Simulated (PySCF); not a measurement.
# How methods differ on the excitation energy of Xe+

Xe+ [Kr] 4d10 5s2 5p5 (2P) → Xe+ [Kr] 4d10 5s1 5p6 (2S), as a difference of total energies. Computed with PySCF 2.14 in x2c-TZVPPall with one added diffuse shell each of s, p, d, f type (9s7p5d3f, 76 functions), with the spin-free X2C one-electron Hamiltonian (Gaussian nucleus). Correlated levels: valence and next inner shell: [Ar] 3d10 frozen. The calculations carry no spin-orbit coupling.

```tsv
method	excitation energy (cm⁻¹)
UHF	120160
MP2 (valence and next inner shell)	101210
SCS-MP2 (valence and next inner shell)	100290
CCSD (valence and next inner shell)	96975
CCSD(T) (valence and next inner shell)	89097
```

Errors of the correlated levels include the incompleteness of this basis and the frozen core.

The coupled-cluster amplitudes are large for the upper state (T1 above 0.03 or a double amplitude above 0.15), so a single reference is strained.

For comparison: 87362 cm⁻¹ (measured; NIST levels, between the centres of gravity of the two terms).
